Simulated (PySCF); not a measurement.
Job file and geometry (Å, from PBE0-D3(BJ)/def2-SVP) of an NMR shielding run on `C1(C)=C(C(C)C)C=C[P@H+]1[BH3-]`, C₈H₁₆BP, GIAO PBE0/pcSseg-1 NMR shielding, non-relativistic, gas phase in PySCF; density fitting, a coarse starting grid and PySCF grid level 2 are the driver's defaults:

```
$ OMP_NUM_THREADS=1 python probes_run.py task.json out

{"job": {"kind": "nmr", "xc": "PBE0", "basis": "pcSseg-1"}, "charge": 0, "multiplicity": 1}
B      3.441023     0.048330    -0.173265
P      1.822199     0.626207    -1.036961
C      0.994333     2.149016    -0.553590
C     -0.266962     1.847883    -0.184515
C     -0.660964     0.433275    -0.320666
C     -2.036181    -0.032581     0.078388
C     -2.267732     0.165528     1.577233
C     -3.118422     0.654133    -0.755680
C      0.323541    -0.366555    -0.807849
C      0.281251    -1.841141    -1.048361
H      4.261524     0.900800    -0.480306
H      3.645404    -1.039549    -0.698548
H      3.167868    -0.002849     1.014553
H      1.948489     0.738050    -2.448163
H      1.460796     3.132882    -0.506400
H     -0.966173     2.595970     0.200367
H     -2.089122    -1.113305    -0.129499
H     -1.501390    -0.353332     2.171941
H     -2.238214     1.232328     1.851187
H     -3.254250    -0.224294     1.872328
H     -3.130686     1.742364    -0.583513
H     -4.114644     0.267802    -0.490407
H     -2.961990     0.486871    -1.831807
H      1.268244    -2.228227    -1.337199
H     -0.028350    -2.386818    -0.142908
H     -0.429240    -2.100091    -1.850274
```

Question: What does the program print?

Answer: 
```
coarse grid: 21320 points
cycle   1  E = -679.8944885280  dE =  1.107e+00  |g| = 5.224e-01  |ddm| = 4.579e+00
cycle   2  E = -679.8980523170  dE = -3.564e-03  |g| = 5.225e-01  |ddm| = 1.249e+00
cycle   3  E = -679.9780825078  dE = -8.003e-02  |g| = 5.320e-02  |ddm| = 6.354e-01
cycle   4  E = -679.9783818209  dE = -2.993e-04  |g| = 4.249e-02  |ddm| = 1.134e-01
cycle   5  E = -679.9788233385  dE = -4.415e-04  |g| = 1.208e-02  |ddm| = 4.991e-02
cycle   6  E = -679.9788589220  dE = -3.558e-05  |g| = 2.373e-03  |ddm| = 1.315e-02
cycle   7  E = -679.9788603214  dE = -1.399e-06  |g| = 4.940e-04  |ddm| = 3.163e-03
final grid: 198752 points
cycle   8  E = -680.0412208320  dE = -6.239e-05  |g| = 9.606e-03  |ddm| = 4.930e-02
cycle   9  E = -680.0412127833  dE =  8.049e-06  |g| = 1.106e-02  |ddm| = 2.143e-02
cycle  10  E = -680.0412451189  dE = -3.234e-05  |g| = 1.916e-03  |ddm| = 1.358e-02
cycle  11  E = -680.0412461032  dE = -9.843e-07  |g| = 3.811e-04  |ddm| = 2.402e-03
cycle  12  E = -680.0412461358  dE = -3.255e-08  |g| = 1.208e-04  |ddm| = 4.465e-04
cycle  13  E = -680.0412461397  dE = -3.909e-09  |g| = 3.792e-05  |ddm| = 1.874e-04
cycle  14  E = -680.0412461400  dE = -3.438e-10  |g| = 1.455e-05  |ddm| = 5.939e-05
converged SCF energy = -680.0412461400

GIAO shielding tensors (ppm)
atom      isotropic    diamagn.    paramagn.     s11        s22        s33       span
  0 B      149.316     189.607     -40.291    146.182    148.342    153.426      7.244
  1 P      310.287     969.809    -659.523    191.287    366.165    373.409    182.123
  2 C       52.274     267.631    -215.357    -49.602     51.273    155.151    204.753
  3 C       33.134     255.500    -222.365    -79.711     36.186    142.927    222.639
  4 C       19.886     264.238    -244.352    -91.154     24.659    126.153    217.307
  5 C      153.519     242.399     -88.880    141.032    159.335    160.190     19.158
  6 C      161.839     247.913     -86.074    146.991    154.856    183.670     36.679
  7 C      162.263     246.343     -84.080    147.739    155.055    183.995     36.257
  8 C       46.071     269.740    -223.669    -40.523     35.573    143.162    183.685
  9 C      172.732     247.583     -74.852    157.304    176.523    184.368     27.064
 10 H       30.057      27.993       2.065     26.418     28.353     35.402      8.984
 11 H       30.050      28.677       1.372     26.342     29.363     34.444      8.102
 12 H       30.550      29.068       1.482     26.792     29.519     35.339      8.547
 13 H       25.461      29.824      -4.363     21.841     22.884     31.659      9.819
 14 H       24.747      32.158      -7.411     23.041     25.412     25.788      2.747
 15 H       24.089      34.135     -10.046     21.587     21.988     28.692      7.105
 16 H       28.528      34.392      -5.864     24.308     27.803     33.472      9.165
 17 H       30.174      31.609      -1.435     25.546     28.752     36.226     10.680
 18 H       30.188      31.671      -1.483     26.195     29.212     35.158      8.963
 19 H       30.104      29.531       0.573     26.134     27.092     37.088     10.954
 20 H       30.180      30.357      -0.177     26.003     29.308     35.230      9.227
 21 H       30.077      28.268       1.809     26.087     27.113     37.032     10.945
 22 H       30.273      29.861       0.411     25.704     28.562     36.552     10.848
 23 H       29.007      30.271      -1.264     23.172     29.479     34.370     11.198
 24 H       29.120      31.625      -2.505     24.279     28.065     35.016     10.736
 25 H       29.314      30.264      -0.950     24.457     27.589     35.895     11.438
```

Question: Turn these shieldings into chemical shifts. Shifts are taken against calculated references (same method and geometry level): 11B (σ = 100.73 ppm) against BF3·OEt2; H3PO4 for 31P (σ = 310.13 ppm); 13C (σ = 184.41 ppm) and 1H (σ = 31.27 ppm) vs TMS.

Answer: Averaging equivalent atoms: B 0: -48.6; P 1: -0.2; C 4: 164.5; C 3: 151.3; C 8: 138.3; C 2: 132.1; C 5: 30.9; C 6: 22.6; C 7: 22.1; C 9: 11.7; H 15: 7.18; H 14: 6.52; H 13: 5.81; H 16: 2.74; H 23/24/25: 2.12; H 17/18/19: 1.11; H 20/21/22: 1.09; H 10/11/12: 1.05 ppm. Experimental scales use liquid or dissolved standards, which lie at an offset from isolated H3PO4.

Size and cost of the density-fitted run: 257 basis functions.
